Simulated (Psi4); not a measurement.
H₈Si₃, triplet, at the geometry of the source list (a higher spin typed on purpose: for a closed-shell molecule this is an excited state); M06-2X/STO-3G (Psi4).

Psi4 was given this input:
```
memory 2 GB

molecule mol {
0 3
Si    1.837700    0.716200   -0.041600
Si    0.181900   -0.902400   -0.102600
Si   -1.968300   -0.068700    0.115200
H     3.205500    0.212900   -0.177400
H     1.653900    1.699800   -1.111900
H     1.798500    1.464100    1.217800
H     0.433100   -1.912200    0.940000
H     0.291000   -1.680500   -1.348500
H    -2.273000    0.890000   -0.950100
H    -2.128300    0.654200    1.379600
H    -3.032000   -1.073500    0.079600
}

set {
  basis sto-3g
  reference uks
}

energy('m06-2x')
print_variables()
```

The log (banner, timings and long lists left out):

```
   => Loading Basis Set <=

    Name: STO-3G
    Role: ORBITAL
    Keyword: BASIS

         ---------------------------------------------------------
                                   SCF
               by Justin Turney, Rob Parrish, Andy Simmonett
                          and Daniel G. A. Smith
                              UKS Reference
         ---------------------------------------------------------

  ==> Geometry <==

    Molecular point group: c1
    Full point group: C1

    Geometry (in Angstrom), charge = 0, multiplicity = 3:

       Center              X                  Y                   Z               Mass
    ------------   -----------------  -----------------  -----------------  -----------------
         SI           1.822660712291     0.790928472481    -0.033099353951    27.976926534650
         SI           0.166860712291    -0.827671527519    -0.094099353951    27.976926534650
         SI          -1.983339287709     0.006028472481     0.123700646049    27.976926534650
         H            3.190460712291     0.287628472481    -0.168899353951     1.007825032230
         H            1.638860712291     1.774528472481    -1.103399353951     1.007825032230
         H            1.783460712291     1.538828472481     1.226300646049     1.007825032230
         H            0.418060712291    -1.837471527519     0.948500646049     1.007825032230
         H            0.275960712291    -1.605771527519    -1.339999353951     1.007825032230
         H           -2.288039287709     0.964728472481    -0.941599353951     1.007825032230
         H           -2.143339287709     0.728928472481     1.388100646049     1.007825032230
         H           -3.047039287709    -0.998771527519     0.088100646049     1.007825032230

  Running in c1 symmetry.

  Rotational constants: A =      0.33058  B =      0.06572  C =      0.05792 [cm^-1]
  Rotational constants: A =   9910.63035  B =   1970.15223  C =   1736.31242 [MHz]
  Nuclear repulsion =  194.131903368401083

  Charge       = 0
  Multiplicity = 3
  Electrons    = 50
  Nalpha       = 26
  Nbeta        = 24

  ==> Algorithm <==

  SCF Algorithm Type is DF.
  DIIS enabled.
  MOM disabled.
  Fractional occupation disabled.
  Guess Type is SAD.
  Energy threshold   = 1.00e-06
  Density threshold  = 1.00e-06
  Integral threshold = 1.00e-12

  ==> Primary Basis <==

  Basis Set: STO-3G
    Blend: STO-3G
    Number of shells: 23
    Number of basis functions: 35
    Number of Cartesian functions: 35
    Spherical Harmonics?: true
    Max angular momentum: 1

  ==> DFT Potential <==

   => LibXC <=

    Version 7.1.2
    S. Lehtola, C. Steigemann, M. J. T. Oliveira, and M. A. L. Marques,  SoftwareX 7, 1–5 (2018) (10.1016/j.softx.2017.11.002)

   => Composite Functional: M06-2X <=

    Hybrid M06-2X Meta-GGA XC Functional  (10.1007/s00214-007-0310-x)
    Y. Zhao and D. G. Truhlar,  Theor. Chem. Acc., 120, 215, 2008

    Deriv               =              1
    GGA                 =           TRUE
    Meta                =           TRUE

    Exchange Hybrid     =           TRUE
    MP2 Hybrid          =          FALSE

   => Exchange Functionals <=

    1.0000   XC_HYB_MGGA_X_M06_2X

   => Exact (HF) Exchange <=

    0.5400               HF

   => Correlation Functionals <=

    1.0000   XC_MGGA_C_M06_2X

   => LibXC Density Thresholds  <==

    XC_MGGA_C_M06_2X:  1.00E-12
    XC_HYB_MGGA_X_M06_2X:  1.00E-15

   => Molecular Quadrature <=

    Radial Scheme          =       TREUTLER
    Pruning Scheme         =           NONE
    Nuclear Scheme         =       TREUTLER

    Blocking Scheme        =         OCTREE
    BS radius alpha        =              1
    Pruning alpha          =              1
    Radial Points          =             75
    Spherical Points       =            302
    Total Points           =         234190
    Total Blocks           =           1783
    Max Points             =            256
    Max Functions          =             33
[...]
  Reciprocal condition number of the overlap matrix is 1.4154139472E-01.
    Using symmetric orthogonalization.

  ==> Pre-Iterations <==

  SCF Guess: Superposition of Atomic Densities via on-the-fly atomic UHF (no occupation information).

   -------------------------
    Irrep   Nso     Nmo
   -------------------------
     A         35      35
   -------------------------
    Total      35      35
   -------------------------

  ==> Iterations <==

                           Total Energy        Delta E     RMS |[F,P]|

   @DF-UKS iter SAD:  -860.54624677037680   -8.60546e+02   0.00000e+00
   @DF-UKS iter   1:  -862.88075909611462   -2.33451e+00   5.13559e-03 DIIS/ADIIS
   @DF-UKS iter   2:  -862.90727567689430   -2.65166e-02   2.55922e-03 DIIS/ADIIS
   @DF-UKS iter   3:  -862.91459475378952   -7.31908e-03   2.31202e-04 DIIS/ADIIS
   @DF-UKS iter   4:  -862.91480705782510   -2.12304e-04   6.65750e-05 DIIS
   @DF-UKS iter   5:  -862.91482543258394   -1.83748e-05   2.35510e-05 DIIS
   @DF-UKS iter   6:  -862.91482786086021   -2.42828e-06   6.06908e-06 DIIS
   @DF-UKS iter   7:  -862.91482802004759   -1.59187e-07   1.96819e-06 DIIS
   @DF-UKS iter   8:  -862.91482803764507   -1.75975e-08   1.07608e-06 DIIS
   @DF-UKS iter   9:  -862.91482804244799   -4.80293e-09   5.73193e-07 DIIS
  Energy and wave function converged.

  ==> Post-Iterations <==

   Electrons on quadrature grid:
      Nalpha   =   25.9999908714 ; deviation = -9.129e-06
      Nbeta    =   23.9999884117 ; deviation = -1.159e-05
      Ntotal   =   49.9999792831 ; deviation = -2.072e-05

   @Spin Contamination Metric:   2.230116031E-03
   @S^2 Expected:                2.000000000E+00
   @S^2 Observed:                2.002230116E+00
   @S   Expected:                1.000000000E+00
   @S   Observed:                1.000000000E+00

    Orbital Energies [Eh]
    ---------------------

    Alpha Occupied:

[...]
    Alpha Virtual:

[...]
    Beta Occupied:

[...]
    Beta Virtual:

[...]
    Final Occupation by Irrep:
              A
    DOCC [    24 ]
    SOCC [     2 ]
    NA   [    26 ]
    NB   [    24 ]

  @DF-UKS Final Energy:  -862.91482804244799

   => Energetics <=

    Nuclear Repulsion Energy =            194.1319033684010833
    One-Electron Energy =               -1587.4541162377920500
    Two-Electron Energy =                 561.7304636936759152
    DFT Exchange-Correlation Energy =     -31.3230788667328710
    Empirical Dispersion Energy =           0.0000000000000000
    VV10 Nonlocal Energy =                  0.0000000000000000
    Total Energy =                       -862.9148280424479935

  UHF NO Occupations:
  HONO-2 :   24  A 1.9996477
  HONO-1 :   25  A 1.0000000
  HONO-0 :   26  A 1.0000000
  LUNO+0 :   27  A 0.0003523
  LUNO+1 :   28  A 0.0001972
  LUNO+2 :   29  A 0.0001465
  LUNO+3 :   30  A 0.0001370

Computation Completed

Properties will be evaluated at   0.000000,   0.000000,   0.000000 [a0]

Properties computed using the SCF density matrix

 Multipole Moments:

 ------------------------------------------------------------------------------------
     Multipole            Electronic (a.u.)      Nuclear  (a.u.)        Total (a.u.)
 ------------------------------------------------------------------------------------

 L = 1.  Multiply by 2.5417464519 to convert [e a0] to [Debye]
 Dipole X            :          0.1950592           -0.1607484            0.0343108
 Dipole Y            :         -0.9721584            0.7986429           -0.1735155
 Dipole Z            :         -0.1107261            0.0909569           -0.0197692
 Magnitude           :                                                    0.1779766

 ------------------------------------------------------------------------------------

  Variable Map:
  ----------------------------------------------------------------------------
[...]
  Array Variable Map:
  ----------------------------------------------------------------------------
[...]
[...]
```
